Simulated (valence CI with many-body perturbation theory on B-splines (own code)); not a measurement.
# Ho43+: E2, M1 decay

Level of theory: configuration interaction combined with many-body perturbation theory (CI+MBPT): six valence electrons over a frozen Dirac-Fock core [Ar], radial functions for each j: 7 s, 7 p, 8 d, 6 f, 4 g, 1 h, with the one-electron correlation potential Σ1 (screened to all orders), the two-electron term Σ2, the three-electron term Σ3, Breit, model QED; selected single and double excitations, second order for the rest, scaled by the run's own slope (own B-spline code, finite nucleus).

The last digits are not significant, and no measured levels were compared; by estimate large intervals hold to a few tenths of a per cent, small ones and those within an open d or f shell to about a per cent. Core correlation moves these levels by up to 11000 cm⁻¹, and in measured spectra 5 to 20 % of such shifts remained as error; rates that hang on mixing are uncertain with them. Among the levels kept, up to 1000 cm⁻¹ of a level comes from second order outside the variational space, and about a tenth of that is noise between levels of different J, which matters for small intervals. Only levels of the ground parity were solved; by the run's estimate the other parity begins above the list, which can be wrong where configurations are misplaced.

Lines 51 to 100 of 114 in falling wavelength, among levels below 1522900 cm⁻¹, chosen from the decays that carry over 1 % of a level's rate. Wavelengths and rates use the calculated energies. Electric multipoles are in the length gauge with retardation, E1 and E2 with the static RPA response of the core. M1 uses the relativistic operator with retardation. S is in atomic units (e²a₀⁴ for E2 and M2, e²a₀⁶ for E3), for M1 in squared Bohr magnetons. Weak lines are less certain than strong ones. Lines between different terms over intervals too small for the method are left out, as are lines whose strength nearly cancels. The highest levels of a list are the least certain.

Levels are named by their leading jj configuration (3d3/2^4 stands for four electrons in 3d with j = 3/2), which in mixed levels can hold well under half, so a name can repeat and another be missing. Letters in brackets count levels of one name in rising energy.

```
λ vac (Å)                      Upper                      Lower  Type   A (s⁻¹)  S (a.u.)
    282.1  (3d3/2^3 3d5/2^3) J=1 [b]      (3d3/2^4 3d5/2^2) J=0    M1  2.90e+05  7.25e-01
    281.4        (3d3/2 3d5/2^5) J=2  (3d3/2^2 3d5/2^4) J=2 [b]    M1  3.30e+05  1.36e+00
    278.3        (3d3/2 3d5/2^5) J=4  (3d3/2^2 3d5/2^4) J=3 [b]    M1  3.14e+05  2.26e+00
    276.7  (3d3/2^2 3d5/2^4) J=2 [c]  (3d3/2^3 3d5/2^3) J=1 [b]    M1  2.04e+05  8.01e-01
    276.5        (3d3/2 3d5/2^5) J=1  (3d3/2^2 3d5/2^4) J=0 [a]    M1  5.74e+05  1.35e+00
    276.1  (3d3/2^3 3d5/2^3) J=2 [a]      (3d3/2^4 3d5/2^2) J=2    M1  4.74e+05  1.85e+00
    272.6  (3d3/2^2 3d5/2^4) J=2 [c]  (3d3/2^3 3d5/2^3) J=2 [b]    M1  4.36e+05  1.64e+00
    271.0      (3d3/2^2 3d5/2^4) J=1  (3d3/2^3 3d5/2^3) J=2 [a]    M1  1.47e+05  3.25e-01
    270.9      (3d3/2^2 3d5/2^4) J=6      (3d3/2^3 3d5/2^3) J=6    M1  3.39e+05  3.25e+00
    270.8      (3d3/2^2 3d5/2^4) J=6      (3d3/2^3 3d5/2^3) J=5    M1  1.41e+05  1.35e+00
    270.4      (3d3/2^3 3d5/2^3) J=5      (3d3/2^4 3d5/2^2) J=4    M1  1.47e+05  1.18e+00
    270.3      (3d3/2^3 3d5/2^3) J=6      (3d3/2^4 3d5/2^2) J=4    E2  4.17e+00  6.98e-05
    269.7  (3d3/2^2 3d5/2^4) J=4 [a]  (3d3/2^3 3d5/2^3) J=4 [a]    M1  1.11e+06  7.29e+00
    269.5  (3d3/2^2 3d5/2^4) J=0 [b]      (3d3/2^2 3d5/2^4) J=1    M1  1.29e+05  9.37e-02
    269.2  (3d3/2^3 3d5/2^3) J=3 [b]      (3d3/2^4 3d5/2^2) J=2    M1  6.95e+04  3.52e-01
    269.2  (3d3/2^2 3d5/2^4) J=4 [c]  (3d3/2^3 3d5/2^3) J=3 [c]    M1  3.43e+05  2.23e+00
    268.3  (3d3/2^2 3d5/2^4) J=4 [b]  (3d3/2^3 3d5/2^3) J=3 [b]    M1  1.25e+05  8.04e-01
    266.7        (3d3/2 3d5/2^5) J=2      (3d3/2^2 3d5/2^4) J=1    M1  5.29e+05  1.86e+00
    266.2        (3d3/2 3d5/2^5) J=3  (3d3/2^2 3d5/2^4) J=4 [b]    M1  2.07e+05  1.02e+00
    263.6  (3d3/2^2 3d5/2^4) J=2 [b]  (3d3/2^3 3d5/2^3) J=3 [b]    M1  2.14e+05  7.27e-01
    259.7        (3d3/2 3d5/2^5) J=1  (3d3/2^2 3d5/2^4) J=2 [a]    M1  2.38e+06  4.64e+00
    257.7  (3d3/2^2 3d5/2^4) J=4 [a]  (3d3/2^3 3d5/2^3) J=3 [a]    M1  1.87e+04  1.07e-01
    257.3  (3d3/2^2 3d5/2^4) J=2 [b]  (3d3/2^3 3d5/2^3) J=2 [a]    M1  3.80e+05  1.20e+00
    252.7  (3d3/2^2 3d5/2^4) J=4 [c]  (3d3/2^3 3d5/2^3) J=4 [b]    M1  2.70e+05  1.45e+00
    252.1  (3d3/2^2 3d5/2^4) J=3 [a]  (3d3/2^3 3d5/2^3) J=4 [a]    M1  4.59e+05  1.91e+00
    250.4      (3d3/2^2 3d5/2^4) J=5  (3d3/2^3 3d5/2^3) J=4 [a]    M1  4.12e+04  2.64e-01
    247.7        (3d3/2 3d5/2^5) J=4      (3d3/2^2 3d5/2^4) J=5    M1  6.66e+05  3.38e+00
    246.1        (3d3/2 3d5/2^5) J=4  (3d3/2^2 3d5/2^4) J=3 [a]    M1  2.73e+04  1.36e-01
    241.6  (3d3/2^2 3d5/2^4) J=3 [a]  (3d3/2^3 3d5/2^3) J=3 [a]    M1  5.66e+05  2.07e+00
    241.3        (3d3/2 3d5/2^5) J=3  (3d3/2^2 3d5/2^4) J=3 [b]    M1  2.54e+05  9.25e-01
    235.9  (3d3/2^3 3d5/2^3) J=3 [b]      (3d3/2^4 3d5/2^2) J=4    M1  2.74e+05  9.33e-01
    234.3  (3d3/2^2 3d5/2^4) J=4 [b]      (3d3/2^3 3d5/2^3) J=5    M1  4.77e+05  2.04e+00
    231.3        (3d3/2 3d5/2^5) J=4  (3d3/2^2 3d5/2^4) J=4 [a]    M1  1.09e+06  4.51e+00
    226.9              (3d5/2^6) J=0        (3d3/2 3d5/2^5) J=1    M1  4.03e+06  1.75e+00
    225.4      (3d3/2^3 3d5/2^3) J=0      (3d3/2^4 3d5/2^2) J=2    E2  9.40e+02  4.88e-04
    225.4  (3d3/2^2 3d5/2^4) J=3 [b]  (3d3/2^3 3d5/2^3) J=4 [a]    M1  1.06e+05  3.15e-01
    223.3        (3d3/2 3d5/2^5) J=2  (3d3/2^2 3d5/2^4) J=3 [a]    M1  7.60e+05  1.57e+00
    220.5      (3d3/2^2 3d5/2^4) J=1  (3d3/2^3 3d5/2^3) J=1 [a]    M1  4.02e+05  4.79e-01
    218.2  (3d3/2^2 3d5/2^4) J=2 [c]  (3d3/2^3 3d5/2^3) J=3 [b]    M1  5.81e+04  1.12e-01
    216.7        (3d3/2 3d5/2^5) J=3  (3d3/2^2 3d5/2^4) J=3 [a]    M1  6.95e+05  1.83e+00
    216.1  (3d3/2^3 3d5/2^3) J=2 [b]      (3d3/2^4 3d5/2^2) J=2    M1  8.83e+04  1.65e-01
    213.9  (3d3/2^2 3d5/2^4) J=2 [c]  (3d3/2^3 3d5/2^3) J=2 [a]    M1  7.53e+04  1.37e-01
    213.5  (3d3/2^3 3d5/2^3) J=1 [b]      (3d3/2^4 3d5/2^2) J=2    M1  5.22e+04  5.65e-02
    205.2        (3d3/2 3d5/2^5) J=3  (3d3/2^2 3d5/2^4) J=4 [a]    M1  1.75e+05  3.92e-01
    205.1  (3d3/2^3 3d5/2^3) J=3 [c]      (3d3/2^4 3d5/2^2) J=2    M1  1.25e+05  2.79e-01
    200.1  (3d3/2^2 3d5/2^4) J=4 [b]  (3d3/2^3 3d5/2^3) J=3 [a]    M1  5.28e+04  1.41e-01
    198.6  (3d3/2^2 3d5/2^4) J=2 [d]  (3d3/2^3 3d5/2^3) J=3 [c]    M1  2.13e+05  3.09e-01
    197.5  (3d3/2^2 3d5/2^4) J=2 [b]  (3d3/2^3 3d5/2^3) J=3 [a]    M1  1.58e+05  2.26e-01
    196.3        (3d3/2 3d5/2^5) J=1  (3d3/2^3 3d5/2^3) J=2 [b]    M1  8.56e+04  7.20e-02
    193.8  (3d3/2^3 3d5/2^3) J=4 [b]      (3d3/2^4 3d5/2^2) J=4    M1  9.68e+03  2.35e-02
```
